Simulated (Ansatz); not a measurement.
Ansatz (an electronic-structure program) input (BHLYP/def2-TZVPD):

Ansatz 0.2 input:
```yaml
crystal:
  periodic: [false, false, false]
  atoms:
    - {symbol: Ga, position_ang: [-0.00000000, -0.00000000, -0.75169122]}
    - {symbol: Cl, position_ang: [0.00000000, 0.00000000, 1.37073104]}
basis:
  gaussian:
    orbitals: def2-TZVPD
hamiltonian:
  xc: {name: BHLYP}
total_charge: 1
magnetization: {spin_polarized: true, initial_magnetization: 1}
output: {forces: true}
```

End of the output:

```
integrals: 0.03 GiB planned
782 factors; their error is unknown
mean field: 0.44 GiB planned
mean field evaluation 1: about -64886.4726 eV, gradient 3.1e1 eV
mean field evaluation 2: about -64875.9171 eV, gradient 5.4e1 eV
mean field evaluation 4: about -64892.0344 eV, gradient 2.3e0 eV
mean field evaluation 8: about -64892.4793 eV, gradient 2.4e-1 eV
mean field evaluation 16: about -64892.4795 eV, gradient 1.9e-5 eV
mean field -64892.47945944 eV, -2384.7546344321 hartree, gradient 1.9e-5 eV, S^2 0.759070; 0 other end points of the search recorded, 0 dependent functions left out
the calculation of the forces begins
reference -64892.47959468 eV, -2384.7546394021 hartree; 24, 23 occupied and 76, 77 virtual orbitals, 782 factors
Total energy: -64892.47959468 eV, -2384.7546394021 hartree
Atom 0 at    -0.000000    -0.000000    -0.751691 Å, force    -0.000000    -0.000000     0.375698 eV/Å
Atom 1 at     0.000000     0.000000     1.370731 Å, force     0.000000     0.000000    -0.375698 eV/Å
Dipole moment:     0.000000    -0.000000    -0.714170 e Å
```
